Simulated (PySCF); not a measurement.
Stepwise substitution at one centre (Ga CH3-SH). Gas-phase values, no solvent. One relaxed conformer stands for each flexible species; it need not be the lowest. Strings in code marks are SMILES.

The T1 excitation (TDA) from two functionals at the same geometries (B3LYP-D3(BJ)/def2-TZVP), both in PySCF: PBE-D3(BJ)/def2-TZVP and B3LYP-D3(BJ)/def2-TZVP. B3LYP has the VWN-RPA correlation part, as in Gaussian. Excitations are Tamm–Dancoff values on a coarser integration grid. The basis has no diffuse functions, so Rydberg states are missing or too high.

```json
[
 {"species": "0 of 3 CH3 replaced by SH (`[CH3][Ga]([CH3])[CH3]`)", "PBE-D3(BJ)/def2-TZVP (eV)": "4.65"},
 {"species": "1 of 3 CH3 replaced by SH (`[CH3][Ga]([SH])[CH3]` (C–Ga–S–H torsion 179°))", "PBE-D3(BJ)/def2-TZVP (eV)": "4.36"},
 {"species": "2 of 3 CH3 replaced by SH (`[CH3][Ga]([SH])[SH]` (S–Ga–S–H torsion -180°, S–Ga–S–H torsion 180°))", "PBE-D3(BJ)/def2-TZVP (eV)": "4.39"},
 {"species": "3 of 3 CH3 replaced by SH", "PBE-D3(BJ)/def2-TZVP (eV)": "4.31"}
]
```

**Question.** What does B3LYP-D3(BJ)/def2-TZVP give for each?

**Answer.** 
- 0 of 3 CH3 replaced by SH (`[CH3][Ga]([CH3])[CH3]`): 4.89
- 1 of 3 CH3 replaced by SH (`[CH3][Ga]([SH])[CH3]` (C–Ga–S–H torsion 179°)): 4.68
- 2 of 3 CH3 replaced by SH (`[CH3][Ga]([SH])[SH]` (S–Ga–S–H torsion -180°, S–Ga–S–H torsion 180°)): 4.71
- 3 of 3 CH3 replaced by SH: 4.68
Over these rows, drawn at random from the members with no instability flagged (it was tested for open shells, ions and some series alone), PBE minus B3LYP-D3(BJ): mean -0.32 eV, from -0.37 eV to -0.24 eV.
